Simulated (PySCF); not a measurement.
AuCl, SMILES [Cl][Au], multiplicity 1.

Geometry optimised at B3LYP-D3(BJ)/def2-TZVPD. The spin state was assumed, not searched. The def2 effective core potentials stand for the cores of Au; spin–orbit coupling is left out.

The numbers are results of PySCF with TDA-B3LYP/def2-TZVPD, not measurements.

Vertical excitations; the highest root listed may be one member of a degenerate set. Gas-phase values at a fixed geometry. State labels are in the subgroup C2v.

Computed lowest excited states:
```json
[
 {"state": "S1", "symmetry": "B2", "energy (eV)": "2.50", "λ (nm)": "496", "f": "0.007", "main pairs": "HOMO→LUMO (degenerate set)"},
 {"state": "S2", "symmetry": "B1", "energy (eV)": "2.50", "λ (nm)": "496", "f": "0.007", "main pairs": "HOMO−1→LUMO (degenerate set)"},
 {"state": "S3", "symmetry": "A1", "energy (eV)": "3.09", "λ (nm)": "401", "f": "0.045", "main pairs": "HOMO−2→LUMO 95 %"},
 {"state": "S4", "symmetry": "A1", "energy (eV)": "3.29", "λ (nm)": "377", "f": "0.000", "main pairs": "HOMO−3→LUMO (degenerate set)"},
 {"state": "S5", "symmetry": "A2", "energy (eV)": "3.29", "λ (nm)": "377", "f": "0.000", "main pairs": "HOMO−4→LUMO (degenerate set)"},
 {"state": "S6", "symmetry": "B1", "energy (eV)": "4.65", "λ (nm)": "266", "f": "0.002", "main pairs": "HOMO−6→LUMO (degenerate set)"},
 {"state": "S7", "symmetry": "B2", "energy (eV)": "4.65", "λ (nm)": "266", "f": "0.002", "main pairs": "HOMO−5→LUMO (degenerate set)"},
 {"state": "S8", "symmetry": "A1", "energy (eV)": "6.38", "λ (nm)": "194", "f": "0.003", "main pairs": "HOMO−7→LUMO 39 %, HOMO−1→LUMO+1 29 %, HOMO→LUMO+2 29 %"},
 {"state": "S9", "symmetry": "A2", "energy (eV)": "6.41", "λ (nm)": "194", "f": "0.000", "main pairs": "HOMO→LUMO+1 50 %, HOMO−1→LUMO+2 50 %"},
 {"state": "S10", "symmetry": "A2", "energy (eV)": "6.41", "λ (nm)": "193", "f": "0.000", "main pairs": "HOMO−1→LUMO+2 49 %, HOMO→LUMO+1 49 %"},
 {"state": "T1", "symmetry": "B2", "energy (eV)": "1.92", "λ (nm)": "645", "f": "0", "main pairs": "HOMO→LUMO (degenerate set)"},
 {"state": "T2", "symmetry": "B1", "energy (eV)": "1.92", "λ (nm)": "645", "f": "0", "main pairs": "HOMO−1→LUMO (degenerate set)"},
 {"state": "T3", "symmetry": "A1", "energy (eV)": "2.13", "λ (nm)": "582", "f": "0", "main pairs": "HOMO−2→LUMO 99 %"},
 {"state": "T4", "symmetry": "A1", "energy (eV)": "2.96", "λ (nm)": "419", "f": "0", "main pairs": "HOMO−3→LUMO 99 %"}
]
```
Triplets are in the Tamm–Dancoff approximation.
